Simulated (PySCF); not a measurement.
C6H11O (SMILES [CH2]CCCC(C)=O), doublet, geometry from GFN2-xTB; DF-CAMB3LYP/def2-SV(P) run with PySCF.

PySCF was given this input:
```python
from pyscf import gto, scf, dft

mol = gto.Mole()
mol.atom = '''
    C     2.785834    0.557502    0.519731
    C     2.274402   -0.257549   -0.594343
    C     0.849971   -0.766945   -0.344038
    C    -0.139220    0.391403   -0.255062
    C    -1.521295   -0.047816    0.173597
    C    -2.591054    1.000866   -0.020060
    O    -1.755561   -1.137576    0.629788
    H     2.590184    0.261789    1.532450
    H     3.451281    1.379687    0.345886
    H     2.917814   -1.140642   -0.740759
    H     2.310175    0.312142   -1.527334
    H     0.819058   -1.328535    0.590622
    H     0.548707   -1.442279   -1.146691
    H     0.225128    1.110096    0.486869
    H    -0.208122    0.919841   -1.208357
    H    -2.236175    1.978037    0.296358
    H    -3.486655    0.730369    0.532708
    H    -2.838739    1.055331   -1.079012
'''
mol.basis = 'def2-sv(p)'
mol.charge = 0
mol.spin = 1
mol.verbose = 4
mol.build()

mf = dft.UKS(mol)
mf.xc = 'camb3lyp'
mf.conv_tol = 1e-11
mf = mf.density_fit(auxbasis='def2-universal-jkfit')
mf.kernel()
```

Task: Write the output that PySCF gives for this input, abridged.

Result: 
```
PySCF version 2.14.0

[INPUT] verbose = 4
[INPUT] num. atoms = 18
[INPUT] num. electrons = 55
[INPUT] charge = 0
[INPUT] spin (= nelec alpha-beta = 2S) = 1
[INPUT] symmetry False subgroup None
[INPUT] Mole.unit = angstrom
[INPUT] Symbol           X                Y                Z      unit          X                Y                Z       unit  Magmom
[INPUT]  1 C      2.785834000000   0.557502000000   0.519731000000 AA    5.264463288502   1.053526093897   0.982149248446 Bohr   0.0
[INPUT]  2 C      2.274402000000  -0.257549000000  -0.594343000000 AA    4.297996877163  -0.486697073656  -1.123145494052 Bohr   0.0
[INPUT]  3 C      0.849971000000  -0.766945000000  -0.344038000000 AA    1.606212403823  -1.449316002605  -0.650137596443 Bohr   0.0
[INPUT]  4 C     -0.139220000000   0.391403000000  -0.255062000000 AA   -0.263087671062   0.739644474333  -0.481997324784 Bohr   0.0
[INPUT]  5 C     -1.521295000000  -0.047816000000   0.173597000000 AA   -2.874830904670  -0.090359144372   0.328050786046 Bohr   0.0
[INPUT]  6 C     -2.591054000000   1.000866000000  -0.020060000000 AA   -4.896382433959   1.891362627389  -0.037907906059 Bohr   0.0
[INPUT]  7 O     -1.755561000000  -1.137576000000   0.629788000000 AA   -3.317529484968  -2.149707085878   1.190126836538 Bohr   0.0
[INPUT]  8 H      2.590184000000   0.261789000000   1.532450000000 AA    4.894738372230   0.494709512424   2.895910799590 Bohr   0.0
[INPUT]  9 H      3.451281000000   1.379687000000   0.345886000000 AA    6.521975868915   2.607230567623   0.653629810321 Bohr   0.0
[INPUT] 10 H      2.917814000000  -1.140642000000  -0.740759000000 AA    5.513869342422  -2.155500986176  -1.399831634307 Bohr   0.0
[INPUT] 11 H      2.310175000000   0.312142000000  -1.527334000000 AA    4.365598049817   0.589862891974  -2.886242960736 Bohr   0.0
[INPUT] 12 H      0.819058000000  -1.328535000000   0.590622000000 AA    1.547795300134  -2.510567296899   1.116113823143 Bohr   0.0
[INPUT] 13 H      0.548707000000  -1.442279000000  -1.146691000000 AA    1.036905952632  -2.725512305212  -2.166931939504 Bohr   0.0
[INPUT] 14 H      0.225128000000   1.110096000000   0.486869000000 AA    0.425430262971   2.097777411975   0.920049068541 Bohr   0.0
[INPUT] 15 H     -0.208122000000   0.919841000000  -1.208357000000 AA   -0.393293580497   1.738247568146  -2.283463790701 Bohr   0.0
[INPUT] 16 H     -2.236175000000   1.978037000000   0.296358000000 AA   -4.225758316599   3.737948194256   0.560035454824 Bohr   0.0
[INPUT] 17 H     -3.486655000000   0.730369000000   0.532708000000 AA   -6.588823040845   1.380197379872   1.006672224365 Bohr   0.0
[INPUT] 18 H     -2.838739000000   1.055331000000  -1.079012000000 AA   -5.364439249122   1.994286560763  -2.039037165119 Bohr   0.0

nuclear repulsion = 295.935236038888
number of shells = 64
number of NR pGTOs = 212
number of NR cGTOs = 120
basis = def2-sv(p)
ecp = {}

******** <class 'pyscf.df.df_jk.DFUKS'> ********
method = DFUKS
initial guess = minao
damping factor = 0
level_shift factor = 0
DIIS = <class 'pyscf.scf.diis.CDIIS'>
diis_start_cycle = 1
diis_space = 8
diis_damp = 0
SCF conv_tol = 1e-11
SCF conv_tol_grad = None
SCF max_cycles = 50
direct_scf = False
number electrons alpha = 28  beta = 27
XC library pyscf.dft.libxc version 7.1.2
    S. Lehtola, C. Steigemann, M. J. T. Oliveira, and M. A. L. Marques,  SoftwareX 7, 1–5 (2018)
XC functionals = camb3lyp
    T. Yanai, D. P. Tew, and N. C. Handy,  Chem. Phys. Lett. 393, 51 (2004)
radial grids:
    Treutler-Ahlrichs [JCP 102, 346 (1995); DOI:10.1063/1.469408] (M4) radial grids

becke partition: Becke, JCP 88, 2547 (1988); DOI:10.1063/1.454033
pruning grids: <function nwchem_prune>
grids dens level: 3
symmetrized grids: False
atomic radii adjust function: <function treutler_atomic_radii_adjust>
small_rho_cutoff = 0
Set gradient conv threshold to 3.16228e-06
tot grids = 206680
******** <class 'pyscf.df.df.DF'> ********
auxbasis = def2-universal-jkfit
Create RSH-DF object <pyscf.df.df.DF object> for omega=0.33
******** <class 'pyscf.df.df.DF'> ********
auxbasis = auxmol.basis = def2-universal-jkfit
init E= -310.788809546185

cycle= 1 E= -309.84716841245  delta_E= 0.942  |g|= 0.583  |ddm|= 2.96
cycle= 2 E= -309.636202500519  delta_E= 0.211  |g|= 0.978  |ddm|= 2.17
cycle= 3 E= -309.9961876322  delta_E= -0.36  |g|= 0.0637  |ddm|= 1.51
cycle= 4 E= -309.998157344409  delta_E= -0.00197  |g|= 0.0313  |ddm|= 0.102
cycle= 5 E= -309.998704405563  delta_E= -0.000547  |g|= 0.00526  |ddm|= 0.0448
cycle= 6 E= -309.998730843502  delta_E= -2.64e-05  |g|= 0.00234  |ddm|= 0.0128
cycle= 7 E= -309.998735687908  delta_E= -4.84e-06  |g|= 0.000838  |ddm|= 0.00699
cycle= 8 E= -309.998736343452  delta_E= -6.56e-07  |g|= 0.000214  |ddm|= 0.0017
cycle= 9 E= -309.998736392024  delta_E= -4.86e-08  |g|= 0.000114  |ddm|= 0.000585
cycle= 10 E= -309.998736401325  delta_E= -9.3e-09  |g|= 2.91e-05  |ddm|= 0.000188
cycle= 11 E= -309.99873640269  delta_E= -1.37e-09  |g|= 1.14e-05  |ddm|= 9.92e-05
cycle= 12 E= -309.998736402943  delta_E= -2.53e-10  |g|= 6.5e-06  |ddm|= 3.3e-05
cycle= 13 E= -309.99873640303  delta_E= -8.7e-11  |g|= 3.87e-06  |ddm|= 1.68e-05
cycle= 14 E= -309.998736403079  delta_E= -4.89e-11  |g|= 1.86e-06  |ddm|= 1.38e-05
cycle= 15 E= -309.998736403087  delta_E= -8.07e-12  |g|= 7.71e-07  |ddm|= 6.29e-06
Extra cycle  E= -309.998736403086  delta_E= 4.55e-13  |g|= 5.92e-07  |ddm|= 1.71e-06
converged SCF energy = -309.998736403086  <S^2> = 0.75396262  2S+1 = 2.0039587
```
